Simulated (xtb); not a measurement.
HO$_{3}$W (SMILES [O]=[W+](=[O])[OH]), charge +1, singlet, at a GFN2-xTB geometry (such geometries of metal compounds can be far from the true shape) (the multiplicity is a formal guess); GFN2-xTB (xtb).

Input for xtb:
```
$ xtb mol.xyz --gfn 2 --chrg 1 --etemp 5000 --json

# file mol.xyz
5

W      0.07411234     0.07037078     0.09921266
O      1.38118594    -0.66393660    -0.77806048
O     -0.75217380    -1.07680724     1.10841565
O     -1.09851550     0.92101233    -1.04070746
H     -1.72828650     1.35041410    -1.65891868
```

It wrote (shortened):

```
   ID    Z sym.   atoms
    1   74 W      1
    2    8 O      2-4
    3    1 H      5

           -------------------------------------------------
          |                Calculation Setup                |
           -------------------------------------------------

           -------------------------------------------------
          |                 G F N 2 - x T B                 |
           -------------------------------------------------

          ...................................................
          :                      SETUP                      :
          :.................................................:
          :  # basis functions                  23          :
          :  # atomic orbitals                  22          :
          :  # shells                           10          :
          :  # electrons                        24          :
          :  max. iterations                   250          :
          :  Hamiltonian                  GFN2-xTB          :
          :  restarted?                      false          :
          :  GBSA solvation                  false          :
          :  PC potential                    false          :
          :  electronic temp.         5000.0000000     K    :
          :  accuracy                    1.0000000          :
          :  -> integral cutoff          0.2500000E+02      :
          :  -> integral neglect         0.1000000E-07      :
          :  -> SCF convergence          0.1000000E-05 Eh   :
          :  -> wf. convergence          0.1000000E-03 e    :
          :  Broyden damping             0.4000000          :
          :  net charge                          1          :
          :  unpaired electrons                  0          :
          ...................................................

 iter      E             dE          RMSdq      gap      omega  full diag
   1      3.5494840  0.354948E+01  0.382E+01    0.33       0.0  T
   2     -6.8556582 -0.104051E+02  0.345E+01   17.08       1.0  T
   3    -10.1959892 -0.334033E+01  0.287E+01   13.95       1.0  T
   4    -11.0242277 -0.828238E+00  0.261E+01   11.34       1.0  T
   5    -11.2914494 -0.267222E+00  0.239E+01    9.75       1.0  T
   6    -12.8967673 -0.160532E+01  0.160E+01    3.58       1.0  T
   7    -13.2227329 -0.325966E+00  0.203E+01    1.84       1.0  T
   8    -12.9763392  0.246394E+00  0.395E+01    0.60       1.0  T
   9    -12.9739107  0.242852E-02  0.174E+01    4.17       1.0  T
[...]
         :: total energy             -14.641387414408 Eh    ::
[...]
        22                          0.1764700               4.8020
      -------------------------------------------------------------
                  HL-Gap            0.0775160 Eh            2.1093 eV
             Fermi-level           -0.6271809 Eh          -17.0665 eV

     #   Z          covCN         q      C6AA      α(0)
     1  74 W        2.487     1.633   332.757    40.233
     2   8 O        0.830    -0.337    20.466     6.065
     3   8 O        0.830    -0.337    20.466     6.065
     4   8 O        1.630    -0.392    20.712     6.143
     5   1 H        0.803     0.433     0.429     1.029

 Mol. C6AA /au·bohr⁶  :       1020.992599
 Mol. C8AA /au·bohr⁸  :      84985.469384
 Mol. α(0) /au        :         59.534294

Wiberg/Mayer (AO) data.
largest (>0.10) Wiberg bond orders for each atom

 ---------------------------------------------------------------------------
     #   Z sym  total        # sym  WBO       # sym  WBO       # sym  WBO
 ---------------------------------------------------------------------------
     1  74 W    5.167 --     3 O    1.895     2 O    1.895     4 O    1.331
     2   8 O    2.268 --     1 W    1.895     3 O    0.223     4 O    0.144
     3   8 O    2.268 --     1 W    1.895     2 O    0.223     4 O    0.144
     4   8 O    2.372 --     1 W    1.331     5 H    0.752     3 O    0.144
                             2 O    0.144
     5   1 H    0.811 --     4 O    0.752
 ---------------------------------------------------------------------------

Topologies differ in total number of bonds
Writing topology from bond orders to xtbtopo.mol

molecular dipole:
                 x           y           z       tot (Debye)
 q only:       -0.770       1.746      -0.489
   full:       -1.020       2.088      -0.697       6.166
molecular quadrupole (traceless):
                xx          xy          yy          xz          yz          zz
 q only:       -0.178      -3.043      -0.551       7.746      -1.895       0.729
  q+dip:       -0.030      -3.718      -0.722       8.377      -2.577       0.752
   full:       -0.078      -3.740      -0.672       8.552      -2.546       0.750

           -------------------------------------------------
          | TOTAL ENERGY              -14.641387414408 Eh   |
          | GRADIENT NORM               0.003246698173 Eh/α |
          | HOMO-LUMO GAP               2.109318419403 eV   |
           -------------------------------------------------

normal termination of xtb
```
